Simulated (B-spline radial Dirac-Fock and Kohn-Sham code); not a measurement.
The B-like isoelectronic sequence (5 electrons), Z = 22 to 34

Calculated with a radial B-spline solver, using relaxed Dirac-Fock hole states (ΔSCF) with Breit and QED corrections and a finite nucleus. Binding energies in eV, tabulated ground configurations ([He] 2s2 2p1 throughout). The model has no electron correlation.

| ion | 1s | 2s | outermost level | NIST ionisation energy |
| --- | --- | --- | --- | --- |
| Ti¹⁷⁺ | 5892.4 | 1259.6 | 1217.0 (2p) | 1220.3 ± 0.5 |
| V¹⁸⁺ | 6476.9 | 1395.6 | 1350.0 (2p) | 1354.2 ± 0.5 |
| Cr¹⁹⁺ | 7089.6 | 1538.8 | 1489.9 (2p) | 1495.1 ± 0.7 |
| Mn²⁰⁺ | 7730.6 | 1689.1 | 1636.7 (2p) | 1643.2 ± 0.7 |
| Fe²¹⁺ | 8400.0 | 1846.6 | 1790.5 (2p) | 1798.4 ± 0.8 |
| Co²²⁺ | 9098.0 | 2011.3 | 1951.3 (2p) | 1960.8 ± 0.8 |
| Ni²³⁺ | 9824.6 | 2183.3 | 2119.0 (2p) | 2130.5 ± 0.9 |
| Cu²⁴⁺ | 10580.0 | 2362.5 | 2293.8 (2p) | 2307.3 ± 1 |
| Zn²⁵⁺ | 11364.3 | 2549.0 | 2475.5 (2p) | 2491.5 ± 1.1 |
| Ga²⁶⁺ | ? | ? | ? | ? |
| Ge²⁷⁺ | 13020.1 | 2944.3 | 2860.1 (2p) | 2881.9 ± 1.6 |
| As²⁸⁺ | 13891.9 | 3153.0 | 3063.1 (2p) | 3088.1 ± 1.9 |
| Se²⁹⁺ | 14793.1 | 3369.3 | 3273.1 (2p) | 3301.8 ± 2.1 |

**Question.** Fill in the row of Ga²⁶⁺.

**Answer.** 1s 12177.6, 2s 2743.0, outermost 2664.3 (2p), NIST 2683 ± 1.4 eV.

NIST's values are for the lowest levels; a dash marks a value that is missing or belongs to another shell. Their kind here: semi-empirical. Where a p, d or f shell is open in either ion the computed value averages over both j values and all terms, while the table refers to the lowest levels; that difference holds spin-orbit splitting (largest in heavy or highly charged ions), term energies where several electrons share open shells, and correlation, and it can reach 10 % or more.
